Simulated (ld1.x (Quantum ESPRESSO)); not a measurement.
## Which change was made? (Os, TM)

- Element: Os
- Generator: ld1.x (Quantum ESPRESSO) 7.5
- Type: norm-conserving Troullier–Martins (Kleinman–Bylander form)
- Functional: PBE
- Relativity: scalar-relativistic
- Frozen core: [Kr] 4d10 4f14
- Valence charge: 16
- Reference configuration: 5s2 5p6 5d6 6s2 6p0
- Partial waves: 5s (bound): rc 1.40 bohr; 5d (bound): rc 1.50 bohr; 5p (bound): rc 1.30 bohr
- Local potential: the p channel
- Core correction: none

Occupied shells without a wave of their own: 6s. They enter only through the test configuration that unscreens the potential.

Cutoffs, loose and tight: the cutoffs (Ry, on a coarse ladder) from which the occupation-weighted sum of valence levels, in a spherical-Bessel basis at the reference potential, stays within 10 and 1 mRy of its value at 400 Ry. They do not see the model core or the augmentation charge, which bear on the density cutoff. Test errors are all-electron minus pseudo excitation energies from the reference, over the configurations 5s2 5p6 5d6 6s1 6p0; 5s2 5p6 5d6 6s0 6p0; 5s2 5p6 5d5 6s0 6p0; 5s2 5p6 5d7 6s1 6p0; 5s1 5p6 5d6 6s2 6p0; 5s2 5p6 5d7 6s0 6p0; 5s2 5p6 5d6 6s1.5 6p0; variants that change the core or the reference have their own tests.

The base gives: outcome: generated, misses its reference levels by 0.73 eV; cutoff, loose: 110 Ry; cutoff, tight: 160 Ry; bound ghosts: none; largest test error (meV): -2913.

**Question.** After one change the result is: outcome: generated, misses its reference levels by 0.44 eV; cutoff, loose: 45 Ry; cutoff, tight: 70 Ry; bound ghosts: none; largest test error (meV): -1864. Which change was it?
A. all radii scaled by about 0.90 (s 1.26, p 1.18, d 1.36 bohr)
B. all radii scaled by about 0.80 (s 1.12, p 1.04, d 1.20 bohr)
C. all radii scaled by about 1.12 (s 1.58, p 1.46, d 1.68 bohr)
D. all radii scaled by about 1.33 (s 1.86, p 1.74, d 2.00 bohr)

**Answer.** D. The others give: all radii scaled by about 1.12 (s 1.58, p 1.46, d 1.68 bohr) → outcome: generated, misses its reference levels by 2.45 eV; bound ghosts: none; largest test error (meV): -9530 | all radii scaled by about 0.90 (s 1.26, p 1.18, d 1.36 bohr) → outcome: generated, misses its reference levels by 0.32 eV; cutoff, loose: 120 Ry; cutoff, tight: 200 Ry; bound ghosts: none; largest test error (meV): -1305 | all radii scaled by about 0.80 (s 1.12, p 1.04, d 1.20 bohr) → outcome: generated, misses its reference levels by 0.32 eV; cutoff, loose: 140 Ry; cutoff, tight: 230 Ry; bound ghosts: none; largest test error (meV): -1322.
